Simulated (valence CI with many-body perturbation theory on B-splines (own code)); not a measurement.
# W⁵⁸⁺: what each term of the Hamiltonian does

Computed by configuration interaction combined with many-body perturbation theory (CI+MBPT): six valence electrons over a frozen Dirac-Fock core [Ne], radial functions for each j: 9 s, 9 p, 8 d, 6 f, 3 g, 1 h, with the one-electron correlation potential Σ1, the two-electron term Σ2, the three-electron term Σ3, Breit, model QED; selected CI, second order for the rest, scaled by the run's own slope (own B-spline code, finite nucleus).

The last digits are not significant, and no measured levels were compared; by estimate large intervals hold to a few tenths of a per cent, small ones and those within an open d or f shell to about a per cent. Among the levels kept, up to 960 cm⁻¹ of a level comes from second order outside the variational space, and about a tenth of that is noise between levels of different J, which matters for small intervals.

Each rung adds one term. CI alone is the Dirac-Coulomb CI over the frozen core; QED comes last and gives the full result, which names the levels. Energies are above (3s^2 3p1/2^2 3p3/2^2) J=2 on the same rung, in eV.

Levels are named by their leading jj configuration (3d3/2^4 stands for four electrons in 3d with j = 3/2), which in mixed levels can hold well under half, so a name can repeat and another be missing. Letters in brackets count levels of one name in rising energy.

```
                             Level  CI alone    + Σ1    + Σ2    + Σ3  + Breit    Full
        (3s^2 3p1/2^2 3p3/2^2) J=0     19.36   19.36   19.36   19.30    19.78   19.77
    (3s^2 3p1/2^2 3p3/2 3d3/2) J=2    237.15  236.90  236.54  236.33   235.59  234.73
    (3s^2 3p1/2^2 3p3/2 3d3/2) J=1    245.58  245.33  244.95  244.71   244.09  243.22
    (3s^2 3p1/2^2 3p3/2 3d3/2) J=0    245.23  244.98  244.67  244.44   244.36  243.50
    (3s^2 3p1/2^2 3p3/2 3d3/2) J=3    246.71  246.47  246.13  245.87   244.61  243.76
    (3s^2 3p1/2^2 3p3/2 3d5/2) J=4    323.84  323.75  323.44  323.18   319.79  319.15
    (3s^2 3p1/2^2 3p3/2 3d5/2) J=2    330.17  330.08  329.63  329.36   326.41  325.73
    (3s^2 3p1/2^2 3p3/2 3d5/2) J=3    349.79  349.69  349.03  348.61   345.42  344.77
          (3s^2 3p1/2 3p3/2^3) J=1    350.13  350.32  350.56  350.55   346.65  347.04
    (3s^2 3p1/2^2 3p3/2 3d5/2) J=1    360.31  360.22  359.67  359.20   356.72  356.06
          (3s^2 3p1/2 3p3/2^3) J=2    360.26  360.45  360.63  360.60   356.23  356.63
        (3s^2 3p1/2^2 3d3/2^2) J=2    484.27  483.77  483.08  482.61   481.15  479.43
        (3s^2 3p1/2^2 3d3/2^2) J=0    507.63  507.14  506.51  505.98   505.36  503.64
          (3s 3p1/2^2 3p3/2^3) J=2    535.69  535.62  535.50  535.65   534.52  531.02
          (3s 3p1/2^2 3p3/2^3) J=1    556.45  556.38  556.18  556.25   554.36  551.76
    (3s^2 3p1/2^2 3d3/2 3d5/2) J=3    574.99  574.66  573.84  573.30   569.45  567.93
(3s^2 3p1/2 3p3/2^2 3d3/2) J=2 [a]    578.05  577.99  577.86  577.71   572.59  572.13
    (3s^2 3p1/2 3p3/2^2 3d3/2) J=0    579.26  579.19  579.08  578.92   574.03  573.56
(3s^2 3p1/2 3p3/2^2 3d3/2) J=1 [a]    580.48  580.42  580.22  580.07   575.66  574.78
```

Task: How does the ionisation energy move along the ladder, and which term matters most?

Result: CI alone 5987.0, + Σ1 5987.9, + Σ2 5988.2, + Σ3 5987.4, + Breit 5982.2, + QED 5981.6 eV. The largest step is Breit, -5.2 eV. NIST lists 5970 ± 5 eV (semi-empirical).
